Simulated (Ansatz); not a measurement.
Input (CCSDT(Q)/cc-pV(D+d)Z; Ansatz, a program for electronic structure): A basis named .json is the Basis Set Exchange file of that set.

Ansatz 0.2 input:
```yaml
crystal:
  periodic: [false, false, false]
  atoms:
    - {symbol: Si, position_ang: [-0.78159402, -0.10287229, 0.00043734]}
    - {symbol: S, position_ang: [0.15252295, 1.75197263, 0.52834941]}
    - {symbol: S, position_ang: [0.60007809, -1.65291636, -0.52877052]}
    - {symbol: H, position_ang: [-1.58097649, -0.43599373, 1.19657168]}
    - {symbol: H, position_ang: [-1.64126398, 0.01188702, -1.19476869]}
    - {symbol: H, position_ang: [0.83312759, 1.87193469, -0.62503214]}
    - {symbol: H, position_ang: [1.28981250, -1.59251634, 0.62384426]}
basis:
  gaussian:
    orbitals: cc-pV_D+d_Z.json
magnetization: {spin_polarized: false}
correlation: {method: ccsdt_q, electrons: outside_noble_gas}
```

Output:

```
Functional definition: HF
integrals: 0.14 GiB planned
1724 factors; integrals over basis functions are off by at most 1.8e-7 eV
mean field: 0.48 GiB planned
mean field evaluation 1: about -29561.0215 eV, gradient 1.7e1 eV
mean field evaluation 2: about -29561.0513 eV, gradient 1.7e1 eV
mean field evaluation 4: about -29562.3216 eV, gradient 2.1e0 eV
mean field evaluation 8: about -29562.3459 eV, gradient 1.4e-1 eV
mean field evaluation 16: about -29562.3087 eV, gradient 4.6e-1 eV
mean field -29562.34599198 eV, -1086.3961771276 hartree, gradient 8.2e-6 eV, S^2 0.000000; 0 other end points of the search recorded, 0 dependent functions left out
15 core orbitals not correlated
reference -29562.34599198 eV, -1086.3961771276 hartree; 10, 10 occupied and 64, 64 virtual orbitals, 1724 factors
second order -10.11813348 eV of doubles, -0.00000000 eV of singles
coupled cluster: 2.62 GiB planned
cycle   1  -11.13618202 eV  change    -1.0e0 eV  update   9.3e-2
cycle   2  -11.75353890 eV  change   -6.2e-1 eV  update   3.7e-2
cycle   3  -11.90813712 eV  change   -1.5e-1 eV  update   1.8e-2
cycle   4  -11.89172835 eV  change    1.6e-2 eV  update   4.7e-3
cycle   5  -11.89216614 eV  change   -4.4e-4 eV  update   2.2e-3
cycle   6  -11.89244481 eV  change   -2.8e-4 eV  update   6.6e-4
cycle   7  -11.89215817 eV  change    2.9e-4 eV  update   3.1e-4
cycle   8  -11.89215662 eV  change    1.6e-6 eV  update   1.0e-4
cycle   9  -11.89221866 eV  change   -6.2e-5 eV  update   4.4e-5
cycle  10  -11.89221664 eV  change    2.0e-6 eV  update   1.6e-5
cycle  11  -11.89220319 eV  change    1.3e-5 eV  update   6.3e-6
cycle  12  -11.89220327 eV  change   -8.1e-8 eV  update   2.9e-6
cycle  13  -11.89220447 eV  change   -1.2e-6 eV  update   9.2e-7
cycle  14  -11.89220542 eV  change   -9.4e-7 eV  update   4.1e-7
perturbative correction -0.02369780 eV, -0.0008708779 hartree
Total energy: -29574.26189520 eV, -1086.8340784938 hartree
```
